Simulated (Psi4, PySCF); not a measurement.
PySCF was given this input:
```python
from pyscf import gto, scf, dft

mol = gto.Mole()
mol.atom = '''
    Ti   -0.000000    0.000000   -0.000000
    F     1.096059    0.788255   -1.020066
    F     0.839422   -1.055730    1.021778
    F    -1.106691   -0.877685   -0.931735
    F    -0.828790    1.145160    0.930023
'''
mol.basis = 'def2-svpd'
mol.charge = 0
mol.spin = 0
mol.verbose = 4
mol.build()

mf = dft.RKS(mol)
mf.xc = 'wb97x_v'
mf.grids.atom_grid = (99, 590)
mf.grids.prune = None
mf.kernel()
```

Write the same job for Psi4.

This is not unique; one that fits is 
```
memory 2 GB

molecule mol {
0 1
  Ti   -0.000000    0.000000   -0.000000
  F     1.096059    0.788255   -1.020066
  F     0.839422   -1.055730    1.021778
  F    -1.106691   -0.877685   -0.931735
  F    -0.828790    1.145160    0.930023
}

set basis def2-svpd
set reference rks
set scf_type pk
set puream true
set d_convergence 1e-8
set dft_radial_points 99
set dft_spherical_points 590

energy('wb97x-v')
print_variables()
```

Both were run: PySCF gave -1248.480403 Eh and Psi4 -1248.480399 Eh, 0.004 mEh apart.
